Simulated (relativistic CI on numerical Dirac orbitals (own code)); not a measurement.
## Tm⁺: what numerical and physical settings do to a radial Dirac CI calculation

Reference input:

```
atom Tm  Z=69  charge=1  electrons=68
nucleus A=169  rms_radius_fm=5.2256
hamiltonian dirac-coulomb  breit=on  qed=on  c_scale=1
orbitals kli  potential=per-configuration
slater_scale 1
correlation none
mixing on
grid step=0.0125 r_max=129.7
scf mixing=0.4 start=green max_iterations=150 tolerance=2e-08 node_fill=0.05
configurations
  [Xe] 4f13 6s
end
```

Computed lowest total energy -13551.54141 Ha, first excitation 383.1 cm⁻¹, 22 SCF steps. Runs with settings changed; * marks those that are bad on purpose (the QED terms keep the true α when c is scaled):

```
                                             Changed    Outcome  Lowest level  ΔE (Ha)  First excitation (cm⁻¹)  SCF steps                                                         Message
      Breit term off, end of the grid at 194.55 bohr  converged   4f¹³6s ³F°4    -13.4                    382.5         22                                                                
                                      Breit term off  converged   4f¹³6s ³F°4    -13.4                    382.5         22                                                                
QED terms off, SCF tolerance 0.0001, grid step 0.006  converged   4f¹³6s ³F°4    -9.07                    383.0         17                                                                
                                 speed of light × 10  converged   4f¹³6s ³F°4      611                     52.5         13                                                                
                configuration list: extra electron *    refused                                                          0  configuration [Xe] 4f13 6s 7s has 69 electrons, the ion has 68
                          nuclear radius 5225.6 fm *  converged   4f¹³6s ³F°4     6410                     73.1         12
```

With so few configurations and no correlation, terms lie too far apart (by 10 to 50 % near neutrality), their order can be wrong, and levels of other configurations are missing.
